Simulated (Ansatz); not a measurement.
## Match the barriers

Saddle point of Si2NH5F3, doublet (SiF₃ ([F][Si]([F])[F]) + SiNH₅ ([NH2][SiH3]) → SiHF₃ ([F][SiH]([F])[F]) + SiNH₄ ([NH][SiH3]); bonds formed: H1–Si4; bonds broken: H1–N2), PBE0-D4/def2-TZVP structure:

```xyz
11
angstrom
H -0.1686 0.3357 0.8332
N -0.5971 -1.0510 0.6862
Si -0.7475 -1.3674 -1.0357
Si 0.7056 1.6572 0.7597
F 2.0887 1.4235 1.4825
F 0.0023 2.8924 1.4399
F 1.0010 2.0299 -0.7446
H 0.2021 -1.5117 1.1247
H -1.3820 -2.7075 -1.1526
H -1.6379 -0.3239 -1.5981
H 0.5334 -1.3773 -1.7952
```

Program: Ansatz 0.2.0. Basis: def2-TZVPP, with def2-QZVPP for the basis limit. Cores are frozen in the correlated methods; orbitals are unrestricted. Extrapolation: Hartree–Fock as exp(−7.88 √X), correlation as X^−2.97. Four methods, as single points on the PBE0-D4 structures, gave these electronic barriers from the start structure: 102.7, 110.6, 121.5, 141.4 kJ/mol.

The methods were, in alphabetical order, HF, MP2, r2SCAN-D4, SPW92. Which gave which? (A judgement: the text doesn't fix the answer.)

The calculation gives: HF 102.7; r2SCAN-D4 110.6; SPW92 121.5; MP2 141.4 kJ/mol. For comparison, CCSD(T) at an estimated basis limit (MP2 extrapolated from triple and quadruple zeta, plus CCSD(T) − MP2 in triple zeta) gives 120.6 kJ/mol.

T1 diagnostic: at most 0.017. ⟨S²⟩ of the unrestricted Hartree–Fock references: 0.75 to 0.78 (a pure state has 0.75).

Radical steps of this kind take place in plasma deposition and etching.

Labels in which every atom is bracketed show which atoms are joined, not bond orders.

For scale, one of the runs: CCSD(T)/def2-TZVPP, 278 basis functions, launched by `ansatz run in.yaml --threads 4 --pin off --events-out ev --progress --plain --max-ram 63488MiB --backend cuda --devices 0, --max-vram 37GiB`. Time: 15 s of wall clock on 4 CPU threads of an AMD EPYC 7R13 and a share of one NVIDIA H100; the host was shared. Peak host memory: 0.9 GiB.
